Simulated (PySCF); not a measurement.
C8H13F3.
Atom-mapped SMILES: `[CH3:1][C@H:2]1[CH2:3][CH2:4][C@@H:5]([C:6]([F:7])([F:8])[F:9])[CH2:10][CH2:11]1` (hydrogens: H12, H13, H14 on C1; H15 on C2; H16, H17 on C3; H18, H19 on C4; H20 on C5; H21, H22 on C10; H23, H24 on C11)

Method: PBE0-D3(BJ)/def2-SVP geometry optimisation, gas phase (PySCF); density fitting, grid level 1; the optimiser is geomeTRIC in internal coordinates, started from a GFN2-xTB structure with every atom displaced at random (about 0.01 Å).

Step 0: E = -16630.4093 eV
```
atom  x, y, z in Å  |  force x, y, z in eV/Å
C1      2.2525    0.0613   -0.8849   -2.046   1.389   0.993
C2      1.5786   -0.4320    0.3969    0.052  -0.081   0.110
C3      0.8907    0.6929    1.1865    1.685   0.310   0.025
C4     -0.3206    1.2191    0.5093   -2.025  -0.883   0.815
C5     -1.3395    0.0579    0.2759   -0.088   0.889   0.005
C6     -2.5925    0.5834   -0.4050   -0.032   0.282   0.226
F7     -2.3268    1.1115   -1.6095    0.066   0.121   0.151
F8     -3.4845   -0.3817   -0.6088   -0.234  -0.298   0.054
F9     -3.2121    1.5390    0.3277    0.390  -0.361  -0.318
C10    -0.6935   -1.0427   -0.5431   -0.054  -0.235  -0.138
C11     0.5659   -1.5522    0.1402    0.483   0.598  -1.167
H12     1.5043    0.5162   -1.5580    0.098  -0.047  -0.045
H13     2.7032   -0.7216   -1.4106    1.115  -1.540  -0.989
H14     2.9524    0.8495   -0.6477    0.665   0.355   0.053
H15     2.3816   -0.8538    1.0214    0.015   0.000   0.165
H16     0.6488    0.3329    2.1942   -0.126  -0.083   0.160
H17     1.6127    1.5338    1.3255   -0.200  -0.351   0.055
H18    -0.1127    1.6731   -0.4387    0.314   0.462  -0.910
H19    -0.8200    1.9728    1.1380    0.083   0.110  -0.075
H20    -1.6844   -0.3399    1.2572    0.168   0.116  -0.257
H21    -0.4683   -0.6458   -1.5504    0.031  -0.054   0.116
H22    -1.3869   -1.8827   -0.6952   -0.124   0.030   0.007
H23     1.0402   -2.3035   -0.5121   -0.067  -0.201   0.196
H24     0.2941   -2.0074    1.0766   -0.167  -0.528   0.769
```

Step 1: E = -16630.5736 eV
```
atom  x, y, z in Å  |  force x, y, z in eV/Å
C1      2.2857    0.0455   -0.8518    0.257  -0.429  -0.283
C2      1.5774   -0.4255    0.4100    0.008  -0.013   0.067
C3      0.9011    0.7240    1.1643   -0.193   0.050  -0.010
C4     -0.3578    1.2390    0.4642    0.189  -0.068  -0.197
C5     -1.3335    0.0867    0.2288   -0.023  -0.015  -0.033
C6     -2.6425    0.5635   -0.3555   -0.086  -0.178   0.207
F7     -2.4747    1.2416   -1.4943   -0.031   0.006  -0.036
F8     -3.4792   -0.4560   -0.6139    0.157   0.121  -0.031
F9     -3.2767    1.3678    0.5084   -0.025   0.134  -0.100
C10    -0.6844   -1.0184   -0.5977   -0.042  -0.030  -0.019
C11     0.5604   -1.5328    0.1159   -0.114  -0.049   0.189
H12     1.6046    0.5317   -1.5627   -0.071   0.045  -0.052
H13     2.7405   -0.8241   -1.3838   -0.115   0.422   0.210
H14     3.0849    0.7659   -0.6206    0.022  -0.018   0.005
H15     2.3460   -0.8513    1.0779    0.011  -0.005  -0.009
H16     0.6153    0.3782    2.1736    0.036  -0.022  -0.004
H17     1.6091    1.5527    1.3120    0.068   0.040   0.002
H18    -0.0952    1.6913   -0.5142   -0.090  -0.062   0.202
H19    -0.8323    2.0286    1.0637   -0.030   0.027   0.021
H20    -1.6042   -0.3413    1.2088   -0.066  -0.003   0.053
H21    -0.4317   -0.6225   -1.5954    0.007  -0.009  -0.021
H22    -1.4000   -1.8402   -0.7567    0.023   0.027   0.004
H23     1.0307   -2.3367   -0.4721    0.019  -0.009   0.005
H24     0.2396   -1.9879    1.0766    0.090   0.038  -0.170
```

Task: Estimate the geometry and energy of step 2. (The exact step hangs on the optimiser's Hessian estimate; all steps are aligned on step 1, rigid shifts and turns removed.)

Result: E = -16630.5891 eV, largest force 0.137 eV/Å
```
atom  x, y, z in Å  |  force x, y, z in eV/Å
C1      2.2825    0.0547   -0.8612    0.011  -0.106  -0.074
C2      1.5800   -0.4283    0.4054    0.012  -0.001  -0.015
C3      0.9019    0.7162    1.1681   -0.045   0.049  -0.018
C4     -0.3593    1.2276    0.4746    0.082  -0.024   0.007
C5     -1.3415    0.0821    0.2411   -0.019  -0.013   0.070
C6     -2.6379    0.5709   -0.3610   -0.066  -0.059  -0.008
F7     -2.4441    1.2200   -1.5131    0.050   0.058  -0.113
F8     -3.4795   -0.4403   -0.6204    0.023   0.036   0.074
F9     -3.2761    1.4146    0.4621    0.037  -0.041  -0.008
C10    -0.6931   -1.0285   -0.5825    0.006   0.012  -0.012
C11     0.5614   -1.5394    0.1205   -0.033   0.030   0.027
H12     1.5923    0.5417   -1.5675   -0.002   0.003   0.011
H13     2.7501   -0.7893   -1.3981   -0.019   0.077   0.059
H14     3.0749    0.7809   -0.6239   -0.004   0.010   0.011
H15     2.3561   -0.8522    1.0660    0.000  -0.006  -0.008
H16     0.6283    0.3641    2.1784    0.014  -0.011  -0.004
H17     1.6123    1.5467    1.3125   -0.001  -0.004   0.000
H18    -0.1036    1.6797   -0.4987   -0.031   0.010   0.024
H19    -0.8339    2.0184    1.0750    0.002   0.003   0.010
H20    -1.6256   -0.3361    1.2239   -0.032  -0.009  -0.011
H21    -0.4424   -0.6349   -1.5822   -0.018  -0.003  -0.003
H22    -1.4084   -1.8495   -0.7394    0.008  -0.009   0.013
H23     1.0311   -2.3402   -0.4729   -0.004   0.001  -0.013
H24     0.2580   -1.9990    1.0786    0.027  -0.005  -0.019
```

The energy changes by -0.0155 eV. The first-order estimate −F·Δx gives -0.0262 eV and the mean of the old and new forces, exact on a quadratic surface, -0.0155 eV. The step makes an angle of 77° with the force vector and moves no atom by more than 0.066 Å.

What follows is the cost of the whole optimisation. The run took 4.5 min wall on an Arm Neoverse V2 with one thread, shared host, and the process peaked at 1.3 GiB of memory.
